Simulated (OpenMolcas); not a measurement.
OpenMolcas run: Ho3+

Input:

```
&GATEWAY
Coord
1

Ho 0.0 0.0 0.0
Basis=ANO-R2
Group=XYZ
NoMove
AngMom=0.0 0.0 0.0
AMFI
&SEWARD
* reference wave functions (RASSCF and RASSI steps not shown): 10 electrons in 7 orbitals (4f)
>>> COPY JOB001 $Project.JobIph
&CASPT2
Multistate=30 1 2 3 4 5 6 7 8 9 10 11 12 13 14 15 16 17 18 19 20 21 22
23 24 25 26 27 28 29 30
NoMult
Frozen=9 9
IPEA=0.3
Imaginary=0.05
MaxIter=60
WThr=0.0 0.3 0.05
PrWF=0.5
NoMix
>>> COPY JOB002 $Project.JobIph
&CASPT2
Multistate=26 1 2 3 4 5 6 7 8 9 10 11 12 13 14 15 16 17 18 19 20 21 22
23 24 25 26
NoMult
Frozen=9 9
IPEA=0.3
Imaginary=0.05
MaxIter=60
WThr=0.0 0.3 0.05
PrWF=0.5
NoMix
```

Launched by
```bash
OMP_NUM_THREADS=1 MOLCAS_MEM=2252 MOLCAS_PROJECT=a pymolcas a.inp > a.log  # once for each step of the input, in one work folder
```

Output, cut to the results:

```
--- CASPT2 ---
Orbital specifications:
      -----------------------

      Symmetry species                           1   2
                                                ag  au
      Frozen orbitals                            9   9
      Inactive orbitals                          6   3
      Active orbitals                            0   7
      Secondary orbitals                        22  20
      Deleted orbitals                           0   0
      Number of basis functions                 37  39
Type of calculation                        SS-CASPT2
      Fock operator                              state-specific
      IPEA shift                                 0.30
      Real shift                                 0.00
      Imaginary shift                            0.05
      The input orbitals will be transformed to quasi-canonical
Reference energy:      -12610.1530382071
      E2 (Non-variational):      -1.1299178158
      Shift correction:          -0.0000656884
      E2 (Variational):          -1.1299835042
      Total energy:          -12611.2830217113
      Residual norm:              0.0000001385
      Reference weight:           0.87644
      Contributions to the CASPT2 correlation energy
      Active & Virtual Only:         -0.2982792268
      One Inactive Excited:          -0.5134201318
      Two Inactive Excited:          -0.3182184572
Reference energy:      -12610.1530382071
      E2 (Non-variational):      -1.1326472091
      Shift correction:          -0.0000664462
      E2 (Variational):          -1.1327136552
      Total energy:          -12611.2857518624
      Residual norm:              0.0000001003
      Reference weight:           0.87573
      Contributions to the CASPT2 correlation energy
      Active & Virtual Only:         -0.2997174433
      One Inactive Excited:          -0.5144393693
      Two Inactive Excited:          -0.3184903965
::    CASPT2 Root  1     Total energy: -12611.28302171
::    CASPT2 Root  2     Total energy: -12611.28575186
::    CASPT2 Root  3     Total energy: -12611.28427586
::    CASPT2 Root  4     Total energy: -12611.28162504
::    CASPT2 Root  5     Total energy: -12611.28544787
::    CASPT2 Root  6     Total energy: -12611.28445645
::    CASPT2 Root  7     Total energy: -12611.28454413
::    CASPT2 Root  8     Total energy: -12611.28240801
::    CASPT2 Root  9     Total energy: -12611.28440119
::    CASPT2 Root 10     Total energy: -12611.28317607
::    CASPT2 Root 11     Total energy: -12611.28295345
::    CASPT2 Root 12     Total energy: -12611.28305741
::    CASPT2 Root 13     Total energy: -12611.28368443
::    CASPT2 Root 14     Total energy: -12611.21902963
::    CASPT2 Root 15     Total energy: -12611.21895008
::    CASPT2 Root 16     Total energy: -12611.21886606
::    CASPT2 Root 17     Total energy: -12611.21820051
::    CASPT2 Root 18     Total energy: -12611.21822894
::    CASPT2 Root 19     Total energy: -12611.21822888
::    CASPT2 Root 20     Total energy: -12611.21845533
::    CASPT2 Root 21     Total energy: -12611.21866130
::    CASPT2 Root 22     Total energy: -12611.17757327
::    CASPT2 Root 23     Total energy: -12611.17906281
::    CASPT2 Root 24     Total energy: -12611.17848613
::    CASPT2 Root 25     Total energy: -12611.17731650
::    CASPT2 Root 26     Total energy: -12611.17739925
::    CASPT2 Root 27     Total energy: -12611.17708761
::    CASPT2 Root 28     Total energy: -12611.17721552
::    CASPT2 Root 29     Total energy: -12611.17679593
::    CASPT2 Root 30     Total energy: -12611.17719467
--- CASPT2 ---
Orbital specifications:
      -----------------------

      Symmetry species                           1   2
                                                ag  au
      Frozen orbitals                            9   9
      Inactive orbitals                          6   3
      Active orbitals                            0   7
      Secondary orbitals                        22  20
      Deleted orbitals                           0   0
      Number of basis functions                 37  39
Type of calculation                        SS-CASPT2
      Fock operator                              state-specific
      IPEA shift                                 0.30
      Real shift                                 0.00
      Imaginary shift                            0.05
      The input orbitals will be transformed to quasi-canonical
Reference energy:      -12610.0555965034
      E2 (Non-variational):      -1.1413527009
      Shift correction:          -0.0000667556
      E2 (Variational):          -1.1414194565
      Total energy:          -12611.1970159599
      Residual norm:              0.0000005245
      Reference weight:           0.87494
      Contributions to the CASPT2 correlation energy
      Active & Virtual Only:         -0.3044236274
      One Inactive Excited:          -0.5172734927
      Two Inactive Excited:          -0.3196555808
Reference energy:      -12610.0555965034
      E2 (Non-variational):      -1.1414464432
      Shift correction:          -0.0000668570
      E2 (Variational):          -1.1415133002
      Total energy:          -12611.1971098037
      Residual norm:              0.0000005405
      Reference weight:           0.87489
      Contributions to the CASPT2 correlation energy
      Active & Virtual Only:         -0.3044517288
      One Inactive Excited:          -0.5173302734
      Two Inactive Excited:          -0.3196644410
::    CASPT2 Root  1     Total energy: -12611.19701596
::    CASPT2 Root  2     Total energy: -12611.19710980
::    CASPT2 Root  3     Total energy: -12611.19729912
::    CASPT2 Root  4     Total energy: -12611.19734277
::    CASPT2 Root  5     Total energy: -12611.19721727
::    CASPT2 Root  6     Total energy: -12611.19709385
::    CASPT2 Root  7     Total energy: -12611.19710613
::    CASPT2 Root  8     Total energy: -12611.19736208
::    CASPT2 Root  9     Total energy: -12611.19686048
...
```

Levels above the lowest, from the spin-orbit matrix with the single-state CASPT2 energies, averaged by term, on its diagonal:

```
Configuration  Term  J  E (cm-1)  Term weight %
         4f10    5I  8       0.0             94
         4f10    5I  7      5220             97
         4f10    5I  6      8950             96
         4f10    5I  5     11690             94
         4f10    5I  4     13730             92
         4f10    5F  5     19060            100
         4f10    5F  4     21810            100
         4f10    5S  2     22420            100
```

CASPT2 breaks the degeneracy within a term, and the mean is taken; among the terms shown or strongly mixed into the levels shown the widest spread is 910 cm-1 (4f10 5I). High states are left out of the spin-orbit mixing, which shifts the levels that they would mix with. The CASPT2 spread within a term exceeds the gap to the next term for 4f10 5F and 4f10 5S, so the order of their levels is uncertain. Only configurations of the active space appear. The first state left out of the spin-orbit step lies near 30000 cm-1 above the lowest spin-free state of the reference (among the parities and spins computed), and the list stops at four fifths of that energy or lower.

The CASPT2 steps took 25 s on 1 thread of Arm Neoverse V1, with other jobs on the host; the integral step is not counted.

The term weight is that of the spin-free term in the level, not the purity of its configuration.
